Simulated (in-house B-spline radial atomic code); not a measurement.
Inner levels of niobium as electrons are removed. A shift is the extra binding of the orbital against the neutral atom ([Kr] 4d4 5s1). The density at the nucleus is averaged over the nuclear charge. Computed with a B-spline radial code for spherical atoms: Dirac-Hartree-Fock, average of the configuration, finite nuclei.

```json
{"ion": "Nb12+", "configuration": "[Ar] 3d10 4s1", "shift of 1s1/2 (eV)": "249.42", "shift of 2p1/2 (eV)": "244.03", "shift of 2s1/2 (eV)": "243.21", "radius of 1s1/2 (bohr)": "0.036079", "radius of 2p1/2 (bohr)": "0.13459", "radius of 2s1/2 (bohr)": "0.15726", "Σ<r²> (bohr²)": "5.273", "change of density at nucleus (bohr⁻³)": "-31.799"}
{"ion": "Nb13+", "configuration": "[Ar] 3d10", "shift of 1s1/2 (eV)": "280.82", "shift of 2p1/2 (eV)": "274.34", "shift of 2s1/2 (eV)": "273.03", "radius of 1s1/2 (bohr)": "0.036079", "radius of 2p1/2 (bohr)": "0.13457", "radius of 2s1/2 (bohr)": "0.15726", "Σ<r²> (bohr²)": "4.0931", "change of density at nucleus (bohr⁻³)": "-175.61"}
{"ion": "Nb14+", "configuration": "[Ar] 3d9", "shift of 1s1/2 (eV)": "339.77", "shift of 2p1/2 (eV)": "333.57", "shift of 2s1/2 (eV)": "332.17", "radius of 1s1/2 (bohr)": "0.03608", "radius of 2p1/2 (bohr)": "0.13448", "radius of 2s1/2 (bohr)": "0.15717", "Σ<r²> (bohr²)": "3.7557", "change of density at nucleus (bohr⁻³)": "-140.93"}
{"ion": "Nb15+", "configuration": "[Ar] 3d8", "shift of 1s1/2 (eV)": "401.2", "shift of 2p1/2 (eV)": "395.16", "shift of 2s1/2 (eV)": "393.62", "radius of 1s1/2 (bohr)": "0.036081", "radius of 2p1/2 (bohr)": "0.13438", "radius of 2s1/2 (bohr)": "0.15708", "Σ<r²> (bohr²)": "3.444", "change of density at nucleus (bohr⁻³)": "-103.89"}
{"ion": "Nb16+", "configuration": "[Ar] 3d7", "shift of 1s1/2 (eV)": "?", "shift of 2p1/2 (eV)": "?", "shift of 2s1/2 (eV)": "?", "radius of 1s1/2 (bohr)": "?", "radius of 2p1/2 (bohr)": "?", "radius of 2s1/2 (bohr)": "?", "Σ<r²> (bohr²)": "?", "change of density at nucleus (bohr⁻³)": "?"}
{"ion": "Nb17+", "configuration": "[Ar] 3d6", "shift of 1s1/2 (eV)": "531.43", "shift of 2p1/2 (eV)": "525.32", "shift of 2s1/2 (eV)": "523.36", "radius of 1s1/2 (bohr)": "0.036083", "radius of 2p1/2 (bohr)": "0.13415", "radius of 2s1/2 (bohr)": "0.15685", "Σ<r²> (bohr²)": "2.8871", "change of density at nucleus (bohr⁻³)": "-22.77"}
{"ion": "Nb18+", "configuration": "[Ar] 3d5", "shift of 1s1/2 (eV)": "600.2", "shift of 2p1/2 (eV)": "593.83", "shift of 2s1/2 (eV)": "591.57", "radius of 1s1/2 (bohr)": "0.036084", "radius of 2p1/2 (bohr)": "0.13401", "radius of 2s1/2 (bohr)": "0.15671", "Σ<r²> (bohr²)": "2.6372", "change of density at nucleus (bohr⁻³)": "21.3"}
{"ion": "Nb19+", "configuration": "[Ar] 3d4", "shift of 1s1/2 (eV)": "671.39", "shift of 2p1/2 (eV)": "664.59", "shift of 2s1/2 (eV)": "661.98", "radius of 1s1/2 (bohr)": "0.036085", "radius of 2p1/2 (bohr)": "0.13387", "radius of 2s1/2 (bohr)": "0.15656", "Σ<r²> (bohr²)": "2.404", "change of density at nucleus (bohr⁻³)": "67.71"}
{"ion": "Nb20+", "configuration": "[Ar] 3d3", "shift of 1s1/2 (eV)": "744.99", "shift of 2p1/2 (eV)": "737.59", "shift of 2s1/2 (eV)": "734.56", "radius of 1s1/2 (bohr)": "0.036086", "radius of 2p1/2 (bohr)": "0.1337", "radius of 2s1/2 (bohr)": "0.1564", "Σ<r²> (bohr²)": "2.186", "change of density at nucleus (bohr⁻³)": "116.46"}
{"ion": "Nb21+", "configuration": "[Ar] 3d2", "shift of 1s1/2 (eV)": "821.01", "shift of 2p1/2 (eV)": "812.79", "shift of 2s1/2 (eV)": "809.28", "radius of 1s1/2 (bohr)": "0.036087", "radius of 2p1/2 (bohr)": "0.13353", "radius of 2s1/2 (bohr)": "0.15623", "Σ<r²> (bohr²)": "1.9817", "change of density at nucleus (bohr⁻³)": "167.56"}
{"ion": "Nb22+", "configuration": "[Ar] 3d1", "shift of 1s1/2 (eV)": "899.43", "shift of 2p1/2 (eV)": "890.19", "shift of 2s1/2 (eV)": "886.11", "radius of 1s1/2 (bohr)": "0.036088", "radius of 2p1/2 (bohr)": "0.13334", "radius of 2s1/2 (bohr)": "0.15604", "Σ<r²> (bohr²)": "1.79", "change of density at nucleus (bohr⁻³)": "221.01"}
{"ion": "Nb23+", "configuration": "[Ne] 3s2 3p6", "shift of 1s1/2 (eV)": "980.24", "shift of 2p1/2 (eV)": "969.76", "shift of 2s1/2 (eV)": "965.04", "radius of 1s1/2 (bohr)": "0.036089", "radius of 2p1/2 (bohr)": "0.13314", "radius of 2s1/2 (bohr)": "0.15584", "Σ<r²> (bohr²)": "1.6098", "change of density at nucleus (bohr⁻³)": "276.81"}
{"ion": "Nb24+", "configuration": "[Ne] 3s2 3p5", "shift of 1s1/2 (eV)": "1065.55", "shift of 2p1/2 (eV)": "1045.87", "shift of 2s1/2 (eV)": "1039.96", "radius of 1s1/2 (bohr)": "0.036084", "radius of 2p1/2 (bohr)": "0.13312", "radius of 2s1/2 (bohr)": "0.15561", "Σ<r²> (bohr²)": "1.4102", "change of density at nucleus (bohr⁻³)": "338.14"}
{"ion": "Nb25+", "configuration": "[Ne] 3s2 3p4", "shift of 1s1/2 (eV)": "1152.72", "shift of 2p1/2 (eV)": "1123.4", "shift of 2s1/2 (eV)": "1116.23", "radius of 1s1/2 (bohr)": "0.036079", "radius of 2p1/2 (bohr)": "0.13292", "radius of 2s1/2 (bohr)": "0.15537", "Σ<r²> (bohr²)": "1.2183", "change of density at nucleus (bohr⁻³)": "401.21"}
{"ion": "Nb26+", "configuration": "[Ne] 3s2 3p3", "shift of 1s1/2 (eV)": "?", "shift of 2p1/2 (eV)": "?", "shift of 2s1/2 (eV)": "?", "radius of 1s1/2 (bohr)": "?", "radius of 2p1/2 (bohr)": "?", "radius of 2s1/2 (bohr)": "?", "Σ<r²> (bohr²)": "?", "change of density at nucleus (bohr⁻³)": "?"}
{"ion": "Nb27+", "configuration": "[Ne] 3s2 3p2", "shift of 1s1/2 (eV)": "1332.6", "shift of 2p1/2 (eV)": "1282.71", "shift of 2s1/2 (eV)": "1272.78", "radius of 1s1/2 (bohr)": "0.036067", "radius of 2p1/2 (bohr)": "0.13249", "radius of 2s1/2 (bohr)": "0.15487", "Σ<r²> (bohr²)": "0.85614", "change of density at nucleus (bohr⁻³)": "532.59"}
{"ion": "Nb28+", "configuration": "[Ne] 3s2 3p1", "shift of 1s1/2 (eV)": "1425.32", "shift of 2p1/2 (eV)": "1364.48", "shift of 2s1/2 (eV)": "1353.04", "radius of 1s1/2 (bohr)": "0.036061", "radius of 2p1/2 (bohr)": "0.13226", "radius of 2s1/2 (bohr)": "0.15461", "Σ<r²> (bohr²)": "0.6852", "change of density at nucleus (bohr⁻³)": "600.9"}
{"ion": "Nb29+", "configuration": "[Ne] 3s2", "shift of 1s1/2 (eV)": "1519.88", "shift of 2p1/2 (eV)": "1447.64", "shift of 2s1/2 (eV)": "1434.63", "radius of 1s1/2 (bohr)": "0.036054", "radius of 2p1/2 (bohr)": "0.13202", "radius of 2s1/2 (bohr)": "0.15434", "Σ<r²> (bohr²)": "0.52059", "change of density at nucleus (bohr⁻³)": "670.96"}
{"ion": "Nb30+", "configuration": "[Ne] 3s1", "shift of 1s1/2 (eV)": "?", "shift of 2p1/2 (eV)": "?", "shift of 2s1/2 (eV)": "?", "radius of 1s1/2 (bohr)": "?", "radius of 2p1/2 (bohr)": "?", "radius of 2s1/2 (bohr)": "?", "Σ<r²> (bohr²)": "?", "change of density at nucleus (bohr⁻³)": "?"}
{"ion": "Nb31+", "configuration": "[He] 2s2 2p6", "shift of 1s1/2 (eV)": "1702.78", "shift of 2p1/2 (eV)": "1611.73", "shift of 2s1/2 (eV)": "1590.77", "radius of 1s1/2 (bohr)": "0.03605", "radius of 2p1/2 (bohr)": "0.13159", "radius of 2s1/2 (bohr)": "0.15419", "Σ<r²> (bohr²)": "0.19101", "change of density at nucleus (bohr⁻³)": "-1210.24"}
```

Question: Fill in the row of Nb16+.

Answer: shift of 1s1/2 (eV): 465.09; shift of 2p1/2 (eV): 459.09; shift of 2s1/2 (eV): 457.36; radius of 1s1/2 (bohr): 0.036082; radius of 2p1/2 (bohr): 0.13427; radius of 2s1/2 (bohr): 0.15697; Σ<r²> (bohr²): 3.1553; change of density at nucleus (bohr⁻³): -64.502.

Question: Fill in the row of Nb26+.

Answer: shift of 1s1/2 (eV): 1241.74; shift of 2p1/2 (eV): 1202.35; shift of 2s1/2 (eV): 1193.84; radius of 1s1/2 (bohr): 0.036073; radius of 2p1/2 (bohr): 0.13271; radius of 2s1/2 (bohr): 0.15513; Σ<r²> (bohr²): 1.0337; change of density at nucleus (bohr⁻³): 466.03.

Question: Fill in the row of Nb30+.

Answer: shift of 1s1/2 (eV): 1610.59; shift of 2p1/2 (eV): 1529.11; shift of 2s1/2 (eV): 1512.19; radius of 1s1/2 (bohr): 0.036052; radius of 2p1/2 (bohr): 0.13181; radius of 2s1/2 (bohr): 0.15434; Σ<r²> (bohr²): 0.35322; change of density at nucleus (bohr⁻³): -251.25.
